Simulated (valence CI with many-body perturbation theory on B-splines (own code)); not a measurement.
E1 line list for Al VII

Calculated by configuration interaction combined with many-body perturbation theory (CI+MBPT): five valence electrons over a frozen Dirac-Fock core [He], a basis of 11 s, 11 p, 10 d, 8 f, 5 g, 2 h functions for each j, with the one-electron correlation potential Σ1, the two-electron term Σ2, the three-electron term Σ3, Breit, model QED; selected CI, second order for the rest, scaled by the run's own slope (own B-spline code, finite nucleus).

Set against measurement, 28 paired levels are off by 260 cm⁻¹ on average, the worst by 599. These come from a selection out of NIST levels in Kelleher and Podobedova, J. Phys. Chem. Ref. Data 37, 709 (2008); Martin and Zalubas, J. Phys. Chem. Ref. Data 8, 817 (1979). Levels without a partner in it may be off by more. Among the levels kept, up to 5600 cm⁻¹ of a level comes from second order outside the variational space, and about a tenth of that is noise between levels of different J, which matters for small intervals. 2 measured levels below the end of the list, from 1318010 cm⁻¹ on, found no clear computed partner, and computed levels of the same name lie up to 5257 cm⁻¹ from them.

Lines 201 to 250 of 600 in falling wavelength, among levels below 198.93 eV, chosen from the strongest by gf and those to the six lowest levels. Wavelengths and rates use the calculated energies, so an error of 300 cm⁻¹ moves a line at 1076 Å by 0.32 % and its rate by three times that or more. Electric multipoles are in the length gauge, E1 and E2 with the static RPA response of the core. Weak lines are less certain than strong ones. Lines between different terms over intervals too small for the method are left out, as are lines whose strength nearly cancels. Where a level lies close to another of its J and parity, the split of strength between their lines is uncertain. The highest levels of a list are the least certain.

Names give the largest LS component (configuration and term), which can be under half, so a name can repeat, a term be missing and a line seem to break the LS rules; names also repeat where a configuration has a term twice. Letters in brackets count levels of one name in rising energy.

| λ vac (Å) | Upper | Lower | A (s⁻¹) | S (a.u.) with core polarisation | S without |
| --- | --- | --- | --- | --- | --- |
| 1076 | 2s2p³3p ²S_1/2 | 2s2p³3s ²P°_3/2 [a] | 7.08e+08 | 8.71e-01 | 8.71e-01 |
| 1075 | 2s2p³3p ²S_1/2 | 2s2p³3s ²P°_1/2 [a] | 3.76e+08 | 4.61e-01 | 4.61e-01 |
| 1074 | 2s2p³3p ⁴P_5/2 [c] | 2s2p³3s ⁴P°_5/2 | 3.78e+08 | 1.39e+00 | 1.39e+00 |
| 1073 | 2s2p³3p ⁴P_5/2 [c] | 2s2p³3s ⁴P°_3/2 | 1.45e+08 | 5.30e-01 | 5.30e-01 |
| 1071 | 2s²2p²3p ⁴S°_3/2 | 2s²2p²3s ⁴P_3/2 | 3.08e+08 | 7.47e-01 | 7.47e-01 |
| 1070 | 2s²2p²3d ²P_3/2 [b] | 2s²2p²3p ²D°_5/2 [b] | 1.64e+08 | 3.95e-01 | 3.96e-01 |
| 1066 | 2s²2p²3d ²F_7/2 [b] | 2s²2p²3p ²F°_7/2 | 3.19e+08 | 1.52e+00 | 1.52e+00 |
| 1054 | 2s²2p²3d ²F_5/2 [b] | 2s²2p²3p ²F°_5/2 | 2.35e+08 | 8.14e-01 | 8.14e-01 |
| 1053 | 2s2p³3d ⁴D°_7/2 [b] | 2s2p³3p ⁴D_7/2 [a] | 5.35e+08 | 2.47e+00 | 2.47e+00 |
| 1050 | 2s2p³3d ⁴D°_5/2 [b] | 2s2p³3p ⁴D_7/2 [a] | 1.50e+08 | 5.13e-01 | 5.13e-01 |
| 1047 | 2s2p³3d ⁴D°_5/2 [b] | 2s2p³3p ⁴D_5/2 [a] | 3.71e+08 | 1.26e+00 | 1.26e+00 |
| 1046 | 2s²2p²3d ⁴D_7/2 | 2s²2p²3p ⁴D°_7/2 | 2.96e+08 | 1.34e+00 | 1.34e+00 |
| 1046 | 2s2p³3d ⁴D°_3/2 [b] | 2s2p³3p ⁴D_5/2 [a] | 2.66e+08 | 6.01e-01 | 6.01e-01 |
| 1046 | 2s2p³3p ⁴P_1/2 [b] | 2s2p³3s ⁴D°_3/2 | 5.99e+08 | 6.76e-01 | 6.76e-01 |
| 1045 | 2s2p³3p ⁴P_1/2 [b] | 2s2p³3s ⁴D°_1/2 | 6.12e+08 | 6.90e-01 | 6.90e-01 |
| 1044 | 2s2p³3p ⁴P_3/2 [b] | 2s2p³3s ⁴D°_3/2 | 4.00e+08 | 8.99e-01 | 8.99e-01 |
| 1044 | 2s2p³3d ⁴D°_5/2 [b] | 2s2p³3p ⁴D_3/2 [a] | 1.43e+08 | 4.82e-01 | 4.82e-01 |
| 1043 | 2s2p³3p ⁴P_3/2 [b] | 2s2p³3s ⁴D°_5/2 | 7.63e+08 | 1.71e+00 | 1.71e+00 |
| 1043 | 2s2p³3d ⁴D°_3/2 [b] | 2s2p³3p ⁴D_3/2 [a] | 2.63e+08 | 5.88e-01 | 5.88e-01 |
| 1043 | 2s2p³3d ⁴D°_1/2 [b] | 2s2p³3p ⁴D_3/2 [a] | 3.64e+08 | 4.07e-01 | 4.07e-01 |
| 1041 | 2s2p³3d ⁴D°_1/2 [b] | 2s2p³3p ⁴D_1/2 [a] | 3.42e+08 | 3.81e-01 | 3.81e-01 |
| 1040 | 2s2p³3p ⁴P_5/2 [b] | 2s2p³3s ⁴D°_5/2 | 2.33e+08 | 7.78e-01 | 7.78e-01 |
| 1039 | 2s2p³3p ⁴P_5/2 [b] | 2s2p³3s ⁴D°_7/2 | 9.95e+08 | 3.30e+00 | 3.31e+00 |
| 1033 | 2s²2p²3d ⁴D_5/2 | 2s²2p²3p ⁴D°_5/2 | 1.87e+08 | 6.11e-01 | 6.11e-01 |
| 1031 | 2s²2p²3d ²D_3/2 [a] | 2s²2p²3p ²P°_1/2 [a] | 6.85e+08 | 1.48e+00 | 1.48e+00 |
| 1025 | 2s²2p²3d ²D_5/2 [a] | 2s²2p²3p ²P°_3/2 [a] | 8.86e+08 | 2.82e+00 | 2.82e+00 |
| 1023 | 2s2p³3d ²S°_1/2 | 2s2p³3p ²P_3/2 [a] | 5.62e+08 | 5.93e-01 | 5.93e-01 |
| 1021 | 2s²2p²3d ⁴P_5/2 | 2s²2p²3p ⁴P°_5/2 | 5.40e+08 | 1.70e+00 | 1.70e+00 |
| 1010 | 2s²2p²3d ⁴P_3/2 | 2s²2p²3p ⁴P°_5/2 | 3.18e+08 | 6.47e-01 | 6.47e-01 |
| 1003 | 2s²2p²3p ²P°_1/2 [b] | 2s²2p²3s ²D_3/2 | 1.02e+09 | 1.02e+00 | 1.02e+00 |
| 990.6 | 2s²2p²3d ⁴P_1/2 | 2s²2p²3p ⁴P°_3/2 | 5.03e+08 | 4.83e-01 | 4.83e-01 |
| 986.8 | 2s²2p²3p ²P°_3/2 [b] | 2s²2p²3s ²D_3/2 | 2.22e+08 | 4.21e-01 | 4.21e-01 |
| 986.1 | 2s²2p²3p ²P°_3/2 [b] | 2s²2p²3s ²D_5/2 | 8.86e+08 | 1.68e+00 | 1.68e+00 |
| 951.1 | 2s2p³3d ²F°_7/2 | 2s2p³3p ²F_7/2 | 4.63e+08 | 1.57e+00 | 1.57e+00 |
| 950.8 | 2s2p³3d ⁴P°_5/2 | 2s2p³3p ⁴D_7/2 [a] | 2.51e+08 | 6.39e-01 | 6.38e-01 |
| 950.4 | 2s2p³3d ²F°_5/2 | 2s2p³3p ²F_5/2 | 4.26e+08 | 1.08e+00 | 1.08e+00 |
| 946.8 | 2s²2p²3d ²P_3/2 [a] | 2s²2p²3p ²S°_1/2 | 6.73e+08 | 1.13e+00 | 1.13e+00 |
| 942.6 | 2s2p³3d ⁴P°_3/2 | 2s2p³3p ⁴D_5/2 [a] | 2.14e+08 | 3.53e-01 | 3.53e-01 |
| 937.9 | 2s²2p²3d ²D_5/2 [a] | 2s²2p²3p ²D°_5/2 [a] | 2.50e+08 | 6.11e-01 | 6.11e-01 |
| 929.7 | 2s2p³3d ²P°_1/2 | 2s2p³3p ²P_1/2 [a] | 7.52e+08 | 5.97e-01 | 5.97e-01 |
| 927.0 | 2s2p³3d ²P°_3/2 | 2s2p³3p ²P_3/2 [a] | 9.29e+08 | 1.46e+00 | 1.46e+00 |
| 921.6 | 2s2p³3d ²D°_5/2 | 2s2p³3p ²P_3/2 [a] | 5.30e+08 | 1.23e+00 | 1.23e+00 |
| 920.1 | 2s²2p²3d ²D_3/2 [a] | 2s²2p²3p ²D°_3/2 [a] | 2.94e+08 | 4.52e-01 | 4.52e-01 |
| 916.5 | 2s²2p²3d ²P_1/2 [a] | 2s²2p²3p ²S°_1/2 | 5.31e+08 | 4.03e-01 | 4.03e-01 |
| 914.6 | 2s2p³3d ²D°_3/2 | 2s2p³3p ²P_1/2 [a] | 5.05e+08 | 7.63e-01 | 7.63e-01 |
| 827.8 | 2s²2p²3p ²D°_5/2 [b] | 2s²2p²3s ²P_3/2 | 6.85e+08 | 1.15e+00 | 1.15e+00 |
| 807.5 | 2s²2p²3p ²D°_3/2 [b] | 2s²2p²3s ²P_1/2 | 6.13e+08 | 6.37e-01 | 6.37e-01 |
| 757.1 | 2s²2p²3d ²D_5/2 [b] | 2s²2p²3p ²D°_5/2 [a] | 4.50e+08 | 5.79e-01 | 5.79e-01 |
| 751.5 | 2s²2p²3p ²P°_3/2 [b] | 2s²2p²3s ²P_3/2 | 7.32e+08 | 6.13e-01 | 6.14e-01 |
| 745.1 | 2s²2p²3d ²D_3/2 [b] | 2s²2p²3p ²D°_3/2 [a] | 4.06e+08 | 3.32e-01 | 3.32e-01 |
